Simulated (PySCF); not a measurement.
neopentane (C₅H₁₂), SMILES CC(C)(C)C. Coordinates come from a r2SCAN-D4/def2-SVP optimisation.

Computed equilibrium geometry at r2SCAN-D4/def2-SVP (PySCF confirms it by a frequency run) as a Z-matrix, and its point group:
point group Td.
```
C
C 1 1.5344
H 2 1.1028 1 111.11
H 2 1.1028 3 107.79 1 121.95
H 2 1.1028 3 107.79 4 116.10
C 1 1.5344 2 109.47 3 -180.00
H 6 1.1028 1 111.11 2 60.00
H 6 1.1028 7 107.79 1 121.95
H 6 1.1028 7 107.79 8 116.10
C 1 1.5344 2 109.47 3 60.00
H 10 1.1028 1 111.11 2 60.00
H 10 1.1028 11 107.79 1 -121.95
H 10 1.1028 11 107.79 12 -116.10
C 1 1.5344 2 109.47 3 -60.00
H 14 1.1028 1 111.11 2 -180.00
H 14 1.1028 15 107.79 1 -121.95
H 14 1.1028 15 107.79 16 -116.10
```
Charge 0, spin multiplicity 1.
